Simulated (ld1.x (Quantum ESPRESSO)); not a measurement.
# Ranking RRKJ potentials for Fe (Z = 26)

All share these settings but for the change named:

* Element: Fe (Z = 26)
* Generator: ld1.x (Quantum ESPRESSO) 7.5
* Type: norm-conserving RRKJ (Kleinman–Bylander form)
* Functional: PBEsol
* Relativity: scalar-relativistic
* Frozen core: [Ar]
* Valence charge: 8
* Reference configuration: 3d6 4s1.75 4p0 (charge +0.25)
* Partial waves: 4p (bound, empty): rc 3.10 bohr; 3d (bound): rc 1.05 bohr; 4s (bound): rc 2.65 bohr
* Local potential: the s channel
* Core correction: Bessel-smoothed model core inside 0.60 bohr

Test errors are all-electron minus pseudo excitation energies from the reference, over 3d6 4s2 4p0; 3d6 4s1 4p0; 3d6 4s0 4p0; 3d7 4s1 4p0; 3d5 4s2 4p1; 3d6 4s1 4p1; 3d4 4s0 4p0. None of these files shows a bound ghost.

The base gives 2663.9 meV.

Of 9 variants that were run, those that failed, showed a ghost or another fault, or gave nearly equal values are left out.

A variant can come out equal or close to the base, since the largest error may sit in a test that the change hardly touches while other tests move.

Task: Rank these variants by their largest absolute test error, smallest first.
A. wave 4s (bound): rc 2.65 bohr becomes 4s (bound): rc 3.90 bohr
B. core correction Bessel-smoothed model core inside 0.46 bohr
C. all radii but the core radius scaled by about 1.26 (s 3.34, p 3.90, d 1.32 bohr)
D. type PAW; waves now 4s (bound): rcut 2.30, rcutus 2.65 bohr; 4s channel at 3.95 Ry: rcut 2.30, rcutus 2.65 bohr; 4p (bound): rcut 2.70, rcutus 3.10 bohr; 4p channel at 0.4 Ry: rcut 2.70, rcutus 3.10 bohr; 3d (bound): rcut 0.90, rcutus 1.05 bohr; 3d channel at 0.15 Ry: rcut 0.90, rcutus 1.05 bohr; local potential all-electron potential smoothed inside 1.40 bohr (lloc = -2); augmentation PSQ, radius 1.00 bohr

Result: D (1626.2 meV), B (2662.2 meV), C (3306.2 meV), A (4474.0 meV).
